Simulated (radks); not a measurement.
The iodine ion I+, 52 electrons, occupied as [Kr] 4d10 5s2 5p4 (the NIST ground configuration).

Calculated with a radial shooting solver on a logarithmic mesh with Libxc functionals: scalar-relativistic Kohn-Sham, PBE, spin-polarised, spherical densities, finite nucleus; open shells are filled with parallel spins first (spin-orbit coupling, left out, can overturn this in heavy ions); Fermi nuclear charge, rms radius 4.75 fm.

Energy parts (eV):
part                       energy
total                 -193630.277
kinetic                203232.466
electron-nucleus      -468022.057
Hartree                 76077.615
exchange-correlation    -4918.301

Orbitals (lengths in bohr, moments of r in powers of bohr; <r^-3> diverges for s and p1/2; r(max) is where P^2 peaks; r(90%) holds 90 % of the orbital's charge):
| orbital | occ. | eigenvalue (eV) | r(max) | <r^-3> | r(90%) |
|---|---|---|---|---|---|
| 1s up | 1 | -32992.03 | 0.01754 | - | 0.0490 |
| 1s down | 1 | -32991.96 | 0.01754 | - | 0.0490 |
| 2s up | 1 | -5105.523 | 0.09912 | - | 0.181 |
| 2s down | 1 | -5105.493 | 0.09912 | - | 0.181 |
| 2p up | 3 | -4583.557 | 0.07948 | 5772 | 0.167 |
| 2p down | 3 | -4583.500 | 0.07948 | 5772 | 0.167 |
| 3s up | 1 | -1038.082 | 0.2856 | - | 0.461 |
| 3s down | 1 | -1038.023 | 0.2856 | - | 0.461 |
| 3p up | 3 | -868.9144 | 0.2794 | 1103 | 0.468 |
| 3p down | 3 | -868.8473 | 0.2794 | 1103 | 0.468 |
| 3d up | 5 | -615.5295 | 0.2318 | 152.0 | 0.453 |
| 3d down | 5 | -615.4654 | 0.2318 | 152.0 | 0.453 |
| 4s up | 1 | -190.1351 | 0.6805 | - | 1.07 |
| 4s down | 1 | -189.9943 | 0.6806 | - | 1.07 |
| 4p up | 3 | -137.1204 | 0.7150 | 215.2 | 1.16 |
| 4p down | 3 | -136.9752 | 0.7151 | 215.2 | 1.16 |
| 4d up | 5 | -59.8465 | 0.7781 | 22.29 | 1.41 |
| 4d down | 5 | -59.6142 | 0.7780 | 22.39 | 1.40 |
| 5s up | 1 | -26.8508 | 1.697 | - | 2.79 |
| 5s down | 1 | -25.4246 | 1.683 | - | 2.79 |
| 5p up | 3 | -15.9720 | 1.984 | 22.44 | 3.41 |
| 5p down | 1 | -14.4938 | 1.976 | 22.35 | 3.48 |

The highest occupied level is 5p down at -14.494 eV. For comparison, the ionisation energy in NIST's Atomic Spectra Database is 19.131 eV (measured). In exact Kohn-Sham theory the highest level is minus the ionisation energy, but local and semilocal functionals leave it too shallow, through self-interaction and a potential that decays too fast; potentials with the right tail come closer. The density falls to 0.001 e/bohr^3 at r = 4.18 bohr.
